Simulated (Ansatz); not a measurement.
Cd₇CuTe₇Br₂. The state is a doublet with charge 0. Geometry PBE-D4/def2-SVP, basis def2-SVP, Ansatz.

| atom | x (Å) | y (Å) | z (Å) |
| --- | --- | --- | --- |
| Te1 | 1.8319 | -0.3842 | -0.7465 |
| Te2 | -0.8473 | -0.0696 | 3.5407 |
| Te3 | 0.4542 | -3.1507 | -3.6946 |
| Te4 | -2.8469 | -1.7521 | -1.0359 |
| Te5 | 1.8662 | 3.6908 | 0.9641 |
| Te6 | -2.4422 | 2.6622 | 0.3339 |
| Te7 | -1.0986 | 2.0412 | -3.4310 |
| Cd8 | 3.0457 | 1.2224 | 1.2781 |
| Cd9 | -0.4592 | -0.6160 | -3.4657 |
| Cd10 | -0.2507 | 2.3086 | 2.1805 |
| Cd11 | 1.0697 | -1.2937 | 1.8763 |
| Cu12 | -2.1615 | 0.7158 | -1.4337 |
| Cd13 | -2.3089 | -0.1495 | 1.1702 |
| Cd14 | -0.2457 | -2.8931 | -1.0367 |
| Cd15 | 0.3597 | 2.1089 | -0.9930 |
| Br16 | 3.4845 | -0.5614 | 3.1600 |
| Br17 | 0.5491 | -3.8795 | 1.3336 |

```tsv
run	HOMO (eV)	LUMO (eV)
A	-5.38	-5.31
B	-7.41	-2.63
C	-5.74	-5.01
D	-5.86	-5.09
```

In the def2 sets Cd, Te take a core potential; there is no spin–orbit coupling. Single mean-field runs in def2-SVP are fitted with def2-universal-jkfit. HOMO above LUMO, or a gap near zero within one spin, warns that the state may not be the lowest or that an electron is smeared out. No other spin state of charge 0 was run.

HOMO and LUMO are taken over both spins.

Question: The runs used HF, PBE0, r2SCAN, r2SCAN0. Estimate which is which.

Answer: A r2SCAN (0 % exact exchange); B HF (100 % exact exchange); C PBE0 (25 % exact exchange); D r2SCAN0 (25 % exact exchange). Exact exchange lowers occupied and raises empty levels; among semilocal functionals meta-GGAs tend to open the gap a little, and such runs are hard to tell apart. The gap grows from 0.07 eV (r2SCAN) to 4.77 eV (HF). At r2SCAN-D4/def2-SVP the gap within one spin of the charge 0 doublet nearly closes, so an electron or hole may be smeared out by delocalisation error.
